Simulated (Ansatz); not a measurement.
A made-up structure of Al$_{2}$H$_{3}$OF, singlet:

```csv
atom,x (Å),y (Å),z (Å)
O1,-1.7207,0.2738,-0.2720
Al2,-0.1108,0.7685,-0.2815
Al3,0.9718,-0.9277,0.4256
F4,0.0497,-2.3655,0.8345
H5,-2.2258,0.8115,-0.5126
H6,0.5892,2.2036,-0.7147
H7,2.4468,-0.7642,0.5207
```

It is relaxed with PBE-D4/def2-SVP and then PBE0-D4/def2-TZVP (Ansatz 0.2.0). Atoms count as bonded within 1.22 times the sum of their covalent radii (H–H: 0.88 Å). The end point is not checked to be a true minimum.

(1) Does its bonding change? (Judge from chemistry; the calculation decides.)

Results:

(1) The calculation gives: No: no bond forms or breaks.

Where it ends: The first stage lowers the energy by 3.22 eV in 6 steps. It ends as Al₂H₃OF ([OH][AlH][AlH][F]):
O1  (-1.918, 0.543, -0.386)
Al2  (-0.246, 0.840, -0.321)
Al3  (1.210, -1.135, 0.523)
F4  (0.440, -2.542, 0.936)
H5  (-2.556, 1.193, -0.680)
H6  (0.281, 2.276, -0.773)
H7  (2.789, -1.174, 0.701)
(Å)

Labels in which every atom is bracketed show which atoms are joined, not bond orders.

For scale, one of the runs: PBE0-D4/def2-TZVP relaxation, 154 basis functions, launched by `ansatz run in.yaml --threads 2 --pin off --events-out ev --progress --plain --max-ram 4352MiB`. Hardware: 2 CPU threads of an AMD EPYC 7571, shared host. Wall time about 52 s.
